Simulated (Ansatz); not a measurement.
Reaction (silylene formation by 1,1-elimination): `[SiH3]S[SiH](Cl)Cl` → `Cl[Si]Cl` + `[SiH3]S`

Computed with Ansatz on PBE0-D4/def2-TZVP structures; ΔE is electronic, products minus reactants. CCSD(T)/CBS adds triple-zeta CCSD(T) − MP2 to the extrapolated MP2 energy (def2 sets, frozen cores). This one scheme is used for every species. DFT in def2-TZVPP. Each species was taken in one conformer, which may not be the lowest.

`[SiH3]S[SiH](Cl)Cl`:

Z-matrix (Å, degrees):
```
Si
S 1 2.152
H 1 1.481 2 103.9
H 1 1.481 2 110.7 3 -118.7
H 1 1.481 2 110.7 3 118.7
Si 2 2.107 1 101.3 3 180.0
Cl 6 2.043 2 112.1 1 -60.4
Cl 6 2.043 2 112.1 1 60.4
H 6 1.473 2 107.5 1 180.0
```

`Cl[Si]Cl`:

Cartesian coordinates in Å:
```
Cl 0.905 0.558 1.281
Si -0.056 0.677 -0.557
Cl -0.849 -1.235 -0.725
```

`[SiH3]S`:

```xyz
6

Si   -0.493   -0.014    0.188
S     1.054    0.338   -1.244
H    -0.558   -1.445    0.583
H    -1.745    0.378   -0.501
H    -0.306    0.810    1.409
H     2.048   -0.067   -0.436
```

CCSD(T)/CBS gives +51.6 kcal/mol.

Problem. Another level gave +55.0 kcal/mol. Which?
A. ωB97M-V/def2-TZVPP
B. MP2/def2-TZVPP
C. PBE0-D4/def2-TZVPP
D. SCS-MP2/def2-TZVPP

Solution. B. MP2/def2-TZVPP 55.0, ωB97M-V 48.8, PBE0-D4 53.0, SCS-MP2/def2-TZVPP 51.7 kcal/mol.

Largest T1 diagnostic among the species: 0.013.

From PBE to PBE0 (25 % exact exchange), in def2-TZVPP and without D4, ΔE moves by +4.7 kcal/mol. The D4 term adds +6.2 kcal/mol with B3LYP and +3.4 kcal/mol with PBE0; it sums over pairs of atoms, weighted by their polarisabilities, and B3LYP, whose exchange is more repulsive, gets the larger term. In def2-TZVPP, CCSD(T) changes the Hartree–Fock value by +2.5 kcal/mol (the triples alone add +0.6 kcal/mol) and MP2 by +8.1 kcal/mol.

CCSD(T)/CBS has its own doubt, a few kJ/mol and more with outer-core shells, so smaller differences from it don't rank the levels.

B3LYP here is the variant with VWN-RPA as its local correlation; programs differ in this.
